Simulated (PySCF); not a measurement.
C2H5ClOSi. Atoms are numbered in the order given.

```xyz
10

C      0.6051     3.1111     0.0000
C     -0.2404     2.0802     0.0000
O      0.1829     0.7851     0.0000
Si    -0.7524    -0.5951     0.0000
Cl     0.5579    -2.1825     0.0000
H      1.6856     2.9522     0.0000
H      0.2172     4.1304     0.0000
H     -1.3287     2.2321     0.0000
H     -1.5881    -0.6551     1.2259
H     -1.5881    -0.6551    -1.2259
```

The structure is a stationary point at B3LYP-D3(BJ)/def2-SVP. A frequency run showed that this geometry is not a minimum. The structure was generated by enumeration, and PubChem lists no compound with its InChIKey, so it may never have been made. The values are those of a single conformer.

Computed with PBE/pcSseg-1 (PySCF).

GIAO shieldings, no solvent; atoms listed in one row are averaged. δ = σ(ref) − σ: ¹³C against TMS (σ = 182.0 ppm); ¹⁷O against H2O (σ = 334.3 ppm); ²⁹Si against TMS (σ = 335.4 ppm); ³⁵Cl against HCl (σ = 936.5 ppm); ¹H against TMS (σ = 31.49 ppm), references at their B3LYP-D3(BJ)/def2-TZVP geometries, non-relativistic (without spin–orbit terms, shifts of atoms bonded to Cl or Br come out too high).

Task: Estimate the chemical shifts. (An estimate is asked for; the answer gives what the named calculation found.)

Result: 
```tsv
nucleus	atoms	count	δ (ppm)
¹³C	C2	1	150.1
¹³C	C1	1	102.7
¹⁷O	O3	1	144.7
²⁹Si	Si4	1	-5.5
³⁵Cl	Cl5	1	33.7
¹H	H8	1	6.80
¹H	H9, H10	2	5.96
¹H	H6	1	5.20
¹H	H7	1	4.82
```
